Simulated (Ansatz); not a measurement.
Computed with Ansatz on PBE0-D4/def2-TZVP structures; ΔE is electronic, products minus reactants. CBS: MP2 limit from def2 TZ/QZ plus the TZ coupled-cluster correction, frozen cores. Functionals use def2-TZVPP. For Ge outer-core shells are correlated without core-valence functions, which leaves a few kJ/mol of doubt a bond. Scalar relativity is left out up to krypton. One conformer a species, not always the lowest.

Reaction (formal exchange of groups at the Si–O bond): `C[SiH2][O][GeH3]` + `CC(N)=O` → `C[SiH2]C(N)=O` + `C[O][GeH3]`

Problem. Is it downhill or uphill in electronic energy at CCSD(T)/CBS, and by how much? (An estimate is asked.)

Solution. Computed: Uphill: ΔE = +2.08 eV.

Problem. What do these levels give: r2SCANh-D4, r2SCAN0-D4, r2SCAN, CCSD(T)/def2-TZVPP, HF/def2-QZVPP, MP2/def2-QZVPP? (Estimate.)

Solution. The calculation gave: r2SCANh-D4 2.07, r2SCAN0-D4 2.12, r2SCAN 2.03, CCSD(T)/def2-TZVPP 2.07, HF/def2-QZVPP 2.30, MP2/def2-QZVPP 2.16 eV.

Largest T1 diagnostic among the species: 0.015.

At CCSD(T), def2-SVP lies −0.14 eV from the extrapolated value and def2-TZVPP −0.02 eV. Leaving LDA and LC-ωPBE aside and taking each functional with its dispersion term where it has one, the values, not all of them listed here, spread over 0.34 eV, from revPBE-D4 to BHLYP-D4. LDA lies +0.06 eV from PBE without D4. From r2SCAN to r2SCAN0 (25 % exact exchange), in def2-TZVPP and without D4, ΔE moves by +0.08 eV.
